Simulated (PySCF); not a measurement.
How methods differ on the ionisation energy of As⁺

As⁺ [Ar] 3d10 4s2 4p2 (3P) → As²⁺ [Ar] 3d10 4s2 4p1 (2P), as a difference of total energies. All numbers are calculated (PySCF 2.14, the non-relativistic Hamiltonian (point nucleus), in dyall-av2z (16s12p8d, 92 functions)). Correlated levels: valence: [Ar] 3d10 frozen; virtual orbitals above 40 to 60 times the deepest correlated orbital energy dropped. The calculations carry no spin-orbit coupling.

| method | ionisation energy (eV) |
| --- | --- |
| UHF | 17.949 |
| MP2 (valence) | 18.232 |
| SCS-MP2 (valence) | 18.161 |
| CCSD (valence) | 18.260 |
| CCSD(T) (valence) | 18.271 |

**Question.** How much does correlation contribute at CCSD(T) (valence)?

**Answer.** 18.271 − (17.949) = 0.322 eV, measured against UHF.

A first-order spin-orbit estimate (lowest level to lowest level, LS coupling) adds -0.031 eV.

These non-relativistic numbers lack the scalar-relativistic shift.

Errors of the correlated levels include the incompleteness of this basis and the frozen core.

For comparison: 18.589 eV (measured; NIST Atomic Spectra Database, ionization energies).
